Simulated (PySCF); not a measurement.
Static response to an electric field

Species: n-GeSiSiSiSiH12.
Cartesian coordinates in Å at the PBE0-D3(BJ)/def2-SVP level; atoms count from 1:
```
atom  x, y, z in Å
Ge1    2.246   -0.401    1.293
Si2    1.528    1.104   -0.410
Si3    0.154   -0.068   -1.907
Si4   -1.527   -1.109   -0.638
Si5   -2.369    0.460    0.889
H6     1.016   -1.019    1.987
H7     3.099    0.317    2.355
H8     3.077   -1.543    0.679
H9     0.735    2.210    0.212
H10    2.713    1.700   -1.103
H11    0.964   -1.084   -2.650
H12   -0.470    0.867   -2.896
H13   -0.934   -2.266    0.104
H14   -2.628   -1.618   -1.515
H15   -3.519   -0.091    1.669
H16   -1.288    0.860    1.842
H17   -2.824    1.679    0.149
```

Level: PBE0/def2-SVPD (PySCF), static field, nuclei fixed, core orbitals frozen in the response. The polarisability tensor in these axes (au):

```
x   170.15   4.04   2.33
y     4.04 141.78   0.76
z     2.33   0.76 158.44
```

**Question.** Diagonalise the tensor; give its mean and Δα, where Δα² is half the sum of the squared differences of the eigenvalues.

**Answer.** Principal values 141.20, 157.99 and 171.18 au; mean 156.79 au = 23.23 Å³ = 25.85 × 10⁻⁴⁰ C²·m²/J; Δα = 26.02 au (17 % of the mean).

**Question.** What is the dipole moment?

**Answer.** 0.14 D at this geometry.

**Question.** Give the eigenvalues of the traceless quadrupole moment Θ = ½Σq(3rr − r²1), origin at the centre of nuclear charge.

**Answer.** -0.42, -0.19, 0.61 D·Å. The values depend on the origin, since the dipole doesn't vanish. The electronic extent ⟨r²⟩ about the same centre is 2219 bohr², a root-mean-square distance of 2.49 Å for the 100 electrons.

**Question.** Form Σ f/ω² (atomic units) for the 15 lowest TDDFT singlets, given as eV and f, and set it beside the mean polarisability, which is this sum over all singlets: 6.30, 0.0176; 6.42, 0.0160; 6.52, 0.0301; 6.59, 0.0584; 6.68, 0.0149; 6.73, 0.1185; 6.79, 0.0086; 6.83, 0.0587; 6.87, 0.0802; 6.89, 0.0609; 6.95, 0.1474; 7.05, 0.0573; 7.14, 0.0739; 7.18, 0.0359; 7.18, 0.0121.

**Answer.** They add up to 12.47 au, 8.0 % of the 156.79 au; the largest single term is 2.26 au, from the state at 6.95 eV. Terms in order: 0.33, 0.29, 0.52, 1.00, 0.25, 1.94, 0.14, 0.93, 1.26, 0.95, 2.26, 0.85, 1.08, 0.52, 0.17 au. Higher excitations give the rest. The strengths listed sum to 0.790.

**Question.** Orientational against electronic polarisability at 350 K (dilute gas, rigid molecules)?

**Answer.** In Gaussian units μ²/3kT = 0.13 Å³ against 23.23 Å³, a ratio of 0.01; the Debye molar polarisation (4π/3)N_A(α + μ²/3kT) is 58.9 cm³/mol, leaving out the vibrational part.

The structure is a single PBE0-D3(BJ)/def2-SVP conformer in the gas phase; no vibrational or solvent corrections. The calculation is non-relativistic, for germanium too.

The run behind these numbers computed excited states as well. Hardware: one thread of an Intel Xeon at 2.80 GHz, no GPU, shared host with 64 logical CPUs at a one-minute load of 10. Cost: 60 s (grids of density and orbitals included), 1.0 GiB resident at most.
